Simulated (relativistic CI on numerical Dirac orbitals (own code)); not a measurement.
Line list: Electric-dipole lines, Nb³⁸⁺

Method of calculation: Dirac-Coulomb-Breit CI, separate exchange-only KLI orbitals for each configuration, a model potential for QED, unscaled Slater integrals (own radial code, finite nucleus).

CI space (outside the closed core 1s2): 2s, 2p, 3s, 3p, 3d, 4s, 4p, 4d, 4f, 5s, 5p, 5d, 5f, 5g. Levels of other configurations are missing.

```csv
λ vac (Å),Lower,Upper,A (s⁻¹),log gf,S velocity/length
2.7495,2p ²P°1/2 [2],5d ²D3/2 [19],1.99e+13,-1.04,0.99
2.8190,2p ²P°3/2 [3],5d ²D5/2 [20],2.24e+13,-0.80,1.00
3.0090,2s ²S1/2 [1],4p ²P°3/2 [11],2.23e+13,-0.92,1.00
3.0194,2s ²S1/2 [1],4p ²P°1/2 [10],2.38e+13,-1.19,1.00
3.0688,2p ²P°1/2 [2],4d ²D3/2 [12],4.29e+13,-0.62,1.00
3.1539,2p ²P°3/2 [3],4d ²D5/2 [13],4.87e+13,-0.36,1.00
3.9967,2s ²S1/2 [1],3p ²P°3/2 [6],4.98e+13,-0.32,1.00
4.0405,2s ²S1/2 [1],3p ²P°1/2 [5],5.46e+13,-0.57,1.00
4.0965,2p ²P°1/2 [2],3d ²D3/2 [7],1.30e+14,0.12,1.00
4.2408,2p ²P°3/2 [3],3d ²D5/2 [8],1.51e+14,0.39,1.00
4.2561,2p ²P°3/2 [3],3d ²D3/2 [7],2.51e+13,-0.57,1.00
4.3532,2p ²P°3/2 [3],3s ²S1/2 [4],1.37e+13,-1.11,1.02
8.0194,3s ²S1/2 [4],5p ²P°3/2 [18],3.62e+12,-0.85,1.00
8.1324,3p ²P°1/2 [5],5d ²D3/2 [19],6.75e+12,-0.57,1.00
8.3033,3p ²P°3/2 [6],5d ²D5/2 [20],7.94e+12,-0.31,1.00
8.3483,3d ²D3/2 [7],5f ²F°5/2 [21],9.99e+12,-0.20,1.00
8.4013,3d ²D5/2 [8],5f ²F°7/2 [23],1.05e+13,-0.05,1.00
11.532,3s ²S1/2 [4],4p ²P°3/2 [11],6.50e+12,-0.29,1.00
11.686,3s ²S1/2 [4],4p ²P°1/2 [10],7.23e+12,-0.53,1.00
11.748,3p ²P°1/2 [5],4d ²D3/2 [12],1.35e+13,0.05,1.00
12.083,3p ²P°3/2 [6],4d ²D5/2 [13],1.62e+13,0.33,1.00
12.135,3p ²P°3/2 [6],4d ²D3/2 [12],2.74e+12,-0.62,1.00
12.177,3d ²D3/2 [7],4f ²F°5/2 [14],3.01e+13,0.60,1.00
12.277,3d ²D5/2 [8],4f ²F°7/2 [15],3.19e+13,0.76,1.00
12.304,3d ²D5/2 [8],4f ²F°5/2 [14],2.12e+12,-0.54,1.00
12.466,3p ²P°3/2 [6],4s ²S1/2 [9],3.86e+12,-0.75,1.00
25.067,4s ²S1/2 [9],5p ²P°3/2 [18],1.52e+12,-0.24,1.00
25.440,4s ²S1/2 [9],5p ²P°1/2 [17],1.71e+12,-0.48,1.00
25.470,4p ²P°1/2 [10],5d ²D3/2 [19],2.76e+12,0.03,1.00
26.107,4p ²P°3/2 [11],5d ²D5/2 [20],3.39e+12,0.32,1.00
26.233,4p ²P°3/2 [11],5d ²D3/2 [19],5.76e+11,-0.62,1.00
26.290,4d ²D3/2 [12],5f ²F°5/2 [21],5.60e+12,0.54,1.00
26.476,4d ²D5/2 [13],5f ²F°7/2 [23],5.98e+12,0.70,1.00
26.486,4f ²F°5/2 [14],5g ²G7/2 [22],9.54e+12,0.90,1.00
26.540,4d ²D5/2 [13],5f ²F°5/2 [21],4.00e+11,-0.60,1.00
26.573,4f ²F°7/2 [15],5g ²G9/2 [24],9.84e+12,1.02,1.00
26.611,4f ²F°7/2 [15],5g ²G7/2 [22],3.51e+11,-0.53,1.00
26.775,4d ²D5/2 [13],5p ²P°3/2 [18],4.44e+11,-0.72,1.00
27.021,4p ²P°3/2 [11],5s ²S1/2 [16],1.32e+12,-0.54,1.00
62.870,2s ²S1/2 [1],2p ²P°3/2 [3],4.61e+10,-0.96,1.06
218.05,3s ²S1/2 [4],3p ²P°3/2 [6],6.70e+09,-0.72,1.00
523.12,4s ²S1/2 [9],4p ²P°3/2 [11],1.63e+09,-0.57,1.00
706.09,4p ²P°1/2 [10],4d ²D3/2 [12],5.39e+08,-0.79,0.98
1028.8,5s ²S1/2 [16],5p ²P°3/2 [18],5.37e+08,-0.47,1.00
1383.3,5p ²P°1/2 [17],5d ²D3/2 [19],1.96e+08,-0.65,1.01
```

Terms are leading LS components. Brackets give the number of a level in order of energy, since labels repeat. The list gives strong lines, with weight on those to low levels. Levels whose partners in the same complex of configurations lie outside the list can be far off, and so can their lines. Rates are taken at the computed energies, electric ones in the length gauge. A velocity-to-length ratio far from 1 marks an uncertain rate.

At this charge energies of transitions that change n are usually good to better than 1 %, and those within a shell (Δn = 0) to a few per cent.
